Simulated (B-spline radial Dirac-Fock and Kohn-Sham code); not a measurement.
## Kohn-Sham estimates against Dirac-Fock for the levels of Ta⁴⁰⁺

System: Ta⁴⁰⁺, configuration 1s2 2s2 2p6 3s2 3p6 3d10 4s2 4p3.

The density-functional columns are spherical, spin-unpolarised Dirac-Kohn-Sham results without Breit or QED terms: −ε is minus the orbital energy of the initial state and ΔSCF the difference of two total energies. The reference in the last column comes from ΔSCF Dirac-Fock with Breit, self-energy and vacuum polarisation, finite nucleus, configuration average. All numbers are from an atomic code on a B-spline grid, in eV; a selection of levels is shown. The Kohn-Sham columns are given as differences from the reference. For the 1s level of heavy atoms much of the gap between ΔSCF and the reference is the Breit and QED part, -334.5 eV here; for other levels the error of the functional can be larger.

```csv
level,LDA −ε − DF,LDA ΔSCF − DF,Dirac-Fock
K,-254.7,+321.6,69303.9
L1,-186.8,-56.6,13561.6
L3,-152.0,-10.6,11755.5
M1,-104.8,-49.8,4505.1
M3,-83.7,-29.5,3981.9
M4,-60.1,+1.5,3594.3
M5,-61.4,-1.1,3533.1
N1,-25.7,+2.6,2098.0
"N2,3",-22.3,+5.3,1940.2
```

Values without a named source are computed, but for edge energies of neutral atoms, which are taken from tables.
